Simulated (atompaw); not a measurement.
# Before and after: PAW (atompaw) potential for C

* Element: C
* Generator: atompaw 4.2.0.5
* Type: PAW
* Functional: LDA (PW92)
* Relativity: scalar-relativistic
* Frozen core: [He]
* Valence charge: 4
* Reference configuration: 2s1.5 2p2.5
* Partial waves: 2s (bound): rc 0.95 bohr; 2s channel at -0.4 Ry: rc 0.95 bohr; 2p (bound): rc 2.00 bohr; 2p channel at 1.1 Ry: rc 2.00 bohr
* Local potential: troulliermartins scheme with l = 2 at 1 Ry, radius 1.35 bohr
* Core correction: smooth core density matched at 1.80 bohr
* Augmentation charge: besselshape compensation charge, radius 1.70 bohr; PAW radius 2.00 bohr; waves and projectors: custom rrkj vanderbiltortho

Change: reference 2s2 2p0.

Cutoffs: the cutoffs (Ry, on a coarse ladder) from which the occupation-weighted sum of valence levels, in a spherical-Bessel basis at the reference potential, stays within 10 and 1 mRy of its value at 400 Ry; they do not see the model core or the augmentation charge, which bear on the density cutoff.

Q: What does the change do?

A: The potential gets harder (30 Ry and 45 Ry → 35 Ry and 50 Ry); the range in which the s phases agree widens (upper end 3.5 → at the end of the scan); the range in which the p phases agree widens (upper end 2.3 → 3.6); neither file shows a bound ghost.

```tsv
quantity	base	changed
cutoff, loose	30 Ry	35 Ry
cutoff, tight	45 Ry	50 Ry
bound ghosts	none	none
s: phases at 2.00 bohr within 0.05 rad from the reference energy up to (Ry; the scan ends near 5)	3.5	to the end of the scan
p: phases at 2.00 bohr within 0.05 rad from the reference energy up to (Ry; the scan ends near 5)	2.3	3.6
lowest overlap eigenvalue by channel	s 0.60, p 0.65	s 0.55, p 0.79
```

 The cutoffs see the waves, projectors and local potential, not the compensation charge or the core.
